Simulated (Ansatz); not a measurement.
Program: Ansatz 0.2.0.

GeH₆OSSi, SMILES `O[SiH2][S][GeH3]` at its PBE0-D4/def2-TZVP geometry, where that method's forces vanish. Total charge 0; spin multiplicity 1.

| atom | x (Å) | y (Å) | z (Å) |
| --- | --- | --- | --- |
| O1 | 0.7269 | 0.1393 | -2.3080 |
| Si2 | -0.4363 | 0.6565 | -1.2720 |
| S3 | 0.3426 | 1.4027 | 0.5669 |
| Ge4 | 0.1419 | -0.4602 | 1.7707 |
| H5 | 1.3884 | -0.4672 | -1.9715 |
| H6 | -1.3840 | -0.4431 | -0.9427 |
| H7 | -1.1175 | 1.7650 | -1.9715 |
| H8 | 0.9395 | -0.2170 | 3.0575 |
| H9 | -1.3366 | -0.7303 | 2.0815 |
| H10 | 0.7351 | -1.6456 | 0.9891 |

Task: For each bond, give half the difference of the two atoms' forces along it (eV/Å; positive pushes the atoms apart) under PBE-D4, r2SCAN-D4, B3LYP-D4, ωB97M-V in def2-TZVPP. (Estimate.)

Result: The calculation gave: 
| bond | length (Å) | PBE-D4 | r2SCAN-D4 | B3LYP-D4 | ωB97M-V |
| --- | --- | --- | --- | --- | --- |
| O1–Si2 | 1.641 | 0.32 | 0.04 | 0.14 | 0.15 |
| O1–H5 | 0.958 | 0.34 | 0.02 | -0.02 | -0.06 |
| Si2–S3 | 2.132 | 0.06 | 0.05 | 0.14 | 0.04 |
| Si2–H6 | 1.488 | 0.00 | -0.04 | -0.12 | -0.14 |
| Si2–H7 | 1.477 | 0.07 | -0.03 | -0.16 | -0.18 |
| S3–Ge4 | 2.227 | 0.16 | 0.04 | 0.23 | 0.07 |
| Ge4–H8 | 1.533 | 0.08 | -0.05 | -0.06 | -0.09 |
| Ge4–H9 | 1.535 | 0.07 | -0.04 | -0.03 | -0.08 |
| Ge4–H10 | 1.539 | 0.06 | -0.04 | -0.03 | -0.07 |

B3LYP here is the variant with VWN-RPA as its local correlation; programs differ in this.
